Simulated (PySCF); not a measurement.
The multiplicity was assumed; other spin states weren't computed. def2 core potentials replace the inner electrons of Au.

Delta-SCF ions had no search for a lower state. Excitations are Tamm–Dancoff values on a coarser integration grid. The basis has no diffuse functions, so Rydberg states are missing or too high.

# H₄Au₂S₂Si₂, SMILES `[Au][S][SiH2][SiH2][S][Au]` (charge 0, multiplicity 1)

Computed with TPSSh-D3(BJ)/def2-TZVP // PBE-D3(BJ)/def2-SVP in PySCF 2.14.0.

```
Property                                                                 Value
--------------------------------------  --------------------------------------
HOMO                                                                  -6.19 eV
dipole moment                                                           0.01 D
LUMO                                                                  -3.79 eV
HOMO–LUMO gap                                                          2.39 eV
S1 excitation (TDA)                                                    2.03 eV
S1 oscillator strength                                                   0.000
T1 excitation (TDA)                                                    1.62 eV
S1–T1 gap (TDA)                                                        0.42 eV
vertical ionisation energy (Delta-SCF)                                 7.97 eV
vertical electron affinity (Delta-SCF)                                 2.28 eV
total energy                                                      -44882.22 eV
cost                                    about 40 core-minutes (a rough figure)
```

```xyz
10

Au    -3.2615    -2.9315     0.6396
S     -2.4871    -0.9606    -0.1955
Si    -0.4147    -1.0234     0.4298
Si     0.4138     1.0249    -0.4275
S      2.4899     0.9546     0.1848
Au     3.2633     2.9283    -0.6446
H      0.3553    -2.1696    -0.1678
H     -0.2420    -1.0528     1.9241
H     -0.3492     2.1718     0.1775
H      0.2319     1.0583    -1.9206
```
Charge 0, spin multiplicity 1.
